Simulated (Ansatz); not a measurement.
Molecule: C$_{3}$H$_{5}$Cl, charge 0, multiplicity 1. SMILES: C=CCCl
Geometry from a B3LYP-D3(BJ)/def2-TZVP (Ansatz, a quantum-chemistry and plane-wave program) optimisation:
```
C
C 1 1.3264
H 2 1.0820 1 121.55
H 2 1.0839 3 116.93 1 179.92
H 1 1.0848 2 120.45 3 -0.89
C 1 1.4857 5 116.06 2 -179.76
H 6 1.0868 1 112.06 5 178.85
H 6 1.0881 7 109.69 1 125.24
Cl 6 1.8209 7 106.56 8 113.26
```

Computed values are from Ansatz. Cores are frozen in the correlated levels unless marked. UHF or UKS for open shells. No spin-orbit coupling. No relativistic terms. Basis-set limits of correlation are two-point, X^-3; Hartree-Fock from the larger set. The bracket is a focal-point correction in the basis named.

The atomisation energy De is 837.0 kcal/mol at CCSD(T)/CBS(cc-pV(T+d)Z,cc-pV(Q+d)Z) and the vertical ionisation energy (to the doublet) is 10.54 eV at RI-MP2/CBS(aug-cc-pV(T+d)Z,aug-cc-pV(Q+d)Z)+[CCSD(T)-MP2]/aug-cc-pV(T+d)Z. The vertical triplet-singlet gap is 4.56 eV at RI-MP2/CBS(aug-cc-pV(T+d)Z,aug-cc-pV(Q+d)Z)+[CCSD(T)-MP2]/aug-cc-pV(T+d)Z and the total energy is -576.9092 Eh at CCSD(T)/CBS(cc-pV(T+d)Z,cc-pV(Q+d)Z). The dipole moment is 2.02 D at CCSD(T)/aug-cc-pV(D+d)Z and the T1 diagnostic is 0.010 at CCSD/cc-pV(Q+d)Z. The measured dipole moment is 1.94 D (NIST CCCBDB, as tabulated in the package chemicals; older table, unchecked).
